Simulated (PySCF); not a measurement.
# Reading the logs of faulty runs: CGeH4O

Calculated results; nothing here was measured. The program is PySCF 2.14.0, an open-source quantum chemistry code, run on an isolated molecule that a program drew, which may never have been made. The molecule is CGeH4O (charge 0, singlet), drawn as the SMILES string `O[CH]=[GeH2]`.

Each row is a Hartree-Fock (HF) and frozen-core CCSD(T) single point in the cc-pVDZ basis, meant for a local HF minimum. Run 1 is clean. Each other run has one planted mistake out of seven kinds, and not every kind appears here: one electron removed, one electron added, multiplicity raised by two, geometry at a saddle point, minimal basis STO-3G, one bond length entered in bohr, all coordinates scaled. The reference is restricted for singlets and unrestricted otherwise, and also for a bond in bohr. Adding or removing an electron swaps singlet and doublet. Electrons count all cores. HOMO and LUMO are orbital energies over both spins, the gradient is its largest component, and the lowest frequency (negative if imaginary) is given only where the gradient is small. Bond lengths are over the 6 bonds as drawn. T1 is the CCSD diagnostic: over 0.02 (restricted) or 0.045 (unrestricted) a single reference is doubtful. Germanium has the cc-pVDZ-PP basis, with a core potential (ECP10MDF) in place of its 10 inner electrons, and its 3s, 3p and 3d shells are frozen in CCSD(T).

Geometry of the clean run:
```xyz
7
CGeH4O, angstrom
O     0.4458   -1.4869    3.3640
C    -0.4120   -1.3228    2.4025
Ge   -0.2075   -0.2978    0.7868
H     1.1008   -0.7970    3.3540
H    -1.1639   -2.1105    2.4533
H     0.5116    0.9788    1.3136
H    -1.6727    0.1160    0.5160
```

```
run,electrons,basis functions,<S^2>,HOMO (eV),LUMO (eV),gradient (hartree/bohr),lowest frequency (cm^-1),mean bond (Å),longest bond (Å),T1,HF (hartree),CCSD(T) (hartree),mistake
1,50,71,0.000,-7.69,1.61,2.1e-05,200,1.3947,1.924,0.0291,-408.35227,-408.82275,no fault
2,50,71,0.000,-7.26,2.74,1.1e-05,-206,1.3642,1.779,0.0142,-408.34730,-408.81824,geometry at a saddle point
3,51,71,0.774,-0.42,9.09,7.1e-02,-,1.3947,1.924,0.0181,-408.34526,-408.80322,one electron added
4,50,71,2.015,-7.53,0.32,5.2e-02,-,1.3947,1.924,0.0169,-408.32954,-408.75981,multiplicity raised by two
5,50,71,0.000,-7.64,1.97,5.4e-02,-,1.3389,1.847,0.0256,-408.34084,-408.80286,?
6,50,71,1.160,-8.42,1.01,3.0e-02,-,1.6240,2.922,0.0453,-408.28169,-408.71854,?
```

**Which mistake was planted in run 5, and what did it cost?**

The mean and the longest bond both change by the same factor, 0.960, and the gradient is no longer small. So the mistake is: all coordinates scaled. Subtracting run 1 and multiplying by 627.51 kcal/mol a hartree, the energy moved by 7.2 kcal/mol in HF and 12.5 kcal/mol in CCSD(T).

**Which mistake was planted in run 6, and what did it cost?**

The mean bond changes by a factor of 1.164 and the longest by 1.519, so the molecule wasn't scaled as a whole. A length L in bohr read as angstrom grows by (1/0.5292 - 1) L = 0.890 L. The 6 bonds together grew by 6 x 0.2293 = 1.376 Å, which gives L = 1.546 Å. That is the length of one of the Ge-H bonds, 1.546 Å in the clean geometry. So the mistake is: one bond length entered in bohr. Subtracting run 1 and multiplying by 627.51 kcal/mol a hartree, the energy moved by 44.3 kcal/mol in HF and 65.4 kcal/mol in CCSD(T).

Cautions from the logs. Run 1: T1 is over the limit, so its CCSD(T) energy is less reliable; run 3: the added electron raises the CCSD(T) energy, so it isn't bound in this basis; run 5: T1 is over the limit, so its CCSD(T) energy is less reliable; run 6: T1 is over the limit, so its CCSD(T) energy is less reliable.
